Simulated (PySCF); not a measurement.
C₆H₇, SMILES C1[C]=CCCC=1, multiplicity 2.

Geometry optimised at PBE-D3(BJ)/def2-SVP. The isomer is the one that the SMILES or the coordinates give; other isomers of the formula were not compared. Other conformers were not sampled.

Two levels are set side by side: PBE/def2-TZVP (PySCF) and r2SCAN/def2-TZVP (PySCF). Same geometry, gas phase. Differences are taken from unrounded values.

| quantity | r2SCAN | PBE | PBE minus r2SCAN |
|---|---|---|---|
| α-spin orbital gap (eV) | 3.68 | 3.27 | -0.41 |
| β-spin orbital gap (eV) | 2.98 | 2.16 | -0.82 |
| dipole moment (D) | 1.39 | 1.44 | 0.05 |
| mean polarisability (bohr³) | 68.8 | 70.1 | 1.3 |

Rough cost on one machine, each run with all the roots and properties that it gave: r2SCAN against PBE about 3 times.
